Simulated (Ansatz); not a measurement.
C3H2N (SMILES [CH]=CC#N), doublet, at a GFN2-xTB geometry; B3LYP/def2-SVP in Ansatz (a quantum-chemistry and plane-wave program).

Input for Ansatz:
Ansatz 0.2 input:
```yaml
crystal:
  periodic: [false, false, false]
  atoms:
    - {symbol: C, position_ang: [-0.11313790, -1.67318767, 0.00936735]}
    - {symbol: C, position_ang: [0.54855143, -0.55698381, -0.00507353]}
    - {symbol: C, position_ang: [-0.07279738, 0.71679934, -0.00231842]}
    - {symbol: H, position_ang: [0.06167781, -2.72178733, 0.01180423]}
    - {symbol: H, position_ang: [1.64421931, -0.48441128, -0.02072222]}
    - {symbol: N, position_ang: [-0.55451343, 1.75520450, -0.00041920]}
basis:
  gaussian:
    orbitals: def2-SVP
    final_grid: {core_spheres: 4, valence_spheres: 8, degree: 17}
hamiltonian:
  xc: b3lyp
magnetization: {spin_polarized: true, initial_magnetization: 1}
```

The log (banner, timings and long lists left out):

```
Functional definition: B3LYP
684 factors; integrals over basis functions are off by at most 1.6e-3 eV
mean field evaluation 1: about -4621.5238 eV, gradient 3.0e1 eV
mean field evaluation 2: about -4617.0913 eV, gradient 4.4e1 eV
mean field evaluation 4: about -4626.0726 eV, gradient 1.7e0 eV
mean field evaluation 8: about -4626.2542 eV, gradient 5.3e-1 eV
mean field evaluation 16: about -4626.2570 eV, gradient 1.5e-3 eV
mean field -4626.25704924 eV, -170.0118107698 hartree, gradient 2.8e-5 eV, S^2 0.762965; 0 other end points of the search recorded, 0 dependent functions left out
reference -4626.25723935 eV, -170.0118177564 hartree; 14, 13 occupied and 52, 53 virtual orbitals, 684 factors
Total energy: -4626.25723935 eV, -170.0118177564 hartree
```
